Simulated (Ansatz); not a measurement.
Br₃Ti, charge +1, singlet, at a GFN2-xTB geometry (such geometries of metal compounds can be far from the true shape) (the multiplicity is a formal guess); HF/pcseg-1 run with Ansatz (a quantum-chemistry and plane-wave program).

Here is a job for Ansatz.
Ansatz 0.2 input:
```yaml
crystal:
  periodic: [false, false, false]
  atoms:
    - {symbol: Ti, position_ang: [-0.40397034, 0.36329094, 0.72751382]}
    - {symbol: Br, position_ang: [-1.51088939, -1.38348014, -0.38554641]}
    - {symbol: Br, position_ang: [0.05601690, 1.77450337, -1.09245136]}
    - {symbol: Br, position_ang: [1.70879671, -0.61937754, 1.02070337]}
basis:
  gaussian:
    orbitals: pcseg-1.json
hamiltonian:
  xc: hf
total_charge: 1
```
The basis file holds pcseg-1 in the JSON format of the Basis Set Exchange.

Output, abridged:

```
Functional definition: HF
1110 factors; integrals over basis functions are off by at most 2.3e-4 eV
mean field evaluation 1: about -233037.4168 eV, gradient 4.7e1 eV
mean field evaluation 2: about -233037.5841 eV, gradient 4.7e1 eV
mean field evaluation 4: about -233044.0490 eV, gradient 3.8e1 eV
mean field evaluation 8: about -233047.7702 eV, gradient 3.6e-1 eV
mean field evaluation 16: about -233040.7104 eV, gradient 1.8e1 eV
mean field evaluation 32: about -233037.9778 eV, gradient 1.8e1 eV
mean field evaluation 64: about -233041.4081 eV, gradient 5.0e0 eV
mean field evaluation 96: about -233040.5193 eV, gradient 5.3e0 eV
mean field evaluation 128: about -233038.1166 eV, gradient 4.7e0 eV
mean field -233047.77808933 eV, -8564.3478793254 hartree, gradient 2.7e-5 eV, S^2 0.000000; 0 other end points of the search recorded, 0 dependent functions left out
reference -233047.77808933 eV, -8564.3478793254 hartree; 63, 63 occupied and 49, 49 virtual orbitals, 1110 factors
Total energy: -233047.77808933 eV, -8564.3478793254 hartree
```
